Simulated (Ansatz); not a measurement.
Ideal-gas functions of Al$_{2}$F$_{6}$, SMILES `[F][Al-]1([F])[F+][Al-]([F])([F])[F+]1` at 500 K and 1 bar, from an Ansatz frequency run at PBE0-D4/def2-TZVP.

Molar mass 167.95 g/mol, point group D2h (symmetry number 4), electronic degeneracy 1, moments of inertia 208.662, 498.402, 603.586 u Å². Harmonic wavenumbers (cm⁻¹, unscaled): 54, 95, 166, 170, 194, 208, 227, 258, 319, 393, 456, 564, 588, 590, 797, 841, 969, 984.

Use S(trans) = R[1.5 ln M + 2.5 ln T − 1.1517]; rotational temperatures θ = 24.2544 K / I; S(rot) = R[ln(√π/σ · √(T³/θAθBθC)) + 1.5]; for each mode x = 1.438777 ν̃/T, S = R[x/(eˣ − 1) − ln(1 − e⁻ˣ)] and H = RT x/(eˣ − 1); 1 cm⁻¹ = 0.0119627 kJ/mol; R = 8.31446 J/(mol·K).

Problem. By hand: the entropy, in J/(mol·K).

Solution. Translation 183.5. Rotation: θ = 0.1162, 0.0487, 0.0402 K, giving 118.1. Vibration, mode by mode: 23.80, 19.12, 14.54, 14.34, 13.27, 12.71, 12.00, 10.98, 9.31, 7.72, 6.63, 5.14, 4.87, 4.85, 3.02, 2.74, 2.05, 1.98, in all 169.1. Electronic 0.0. Sum 470.7 J/(mol·K).

Problem. By hand: H − E and G − E in kJ/mol, counted from the electronic energy.

Solution. Zero-point energy ½ × 7873 × 0.0119627 = 47.1; thermal vibration 41.0; translation, rotation and pV give 4 RT = 16.6. H − E = 104.7 kJ/mol, and G − E = 104.7 − 500 × 470.7/1000 = -130.6 kJ/mol.

Vibration gives 36 % of the entropy, 42.9 J/(mol·K) of it from the modes under 150 cm⁻¹: soft modes count most, and the harmonic formula is weakest for them.
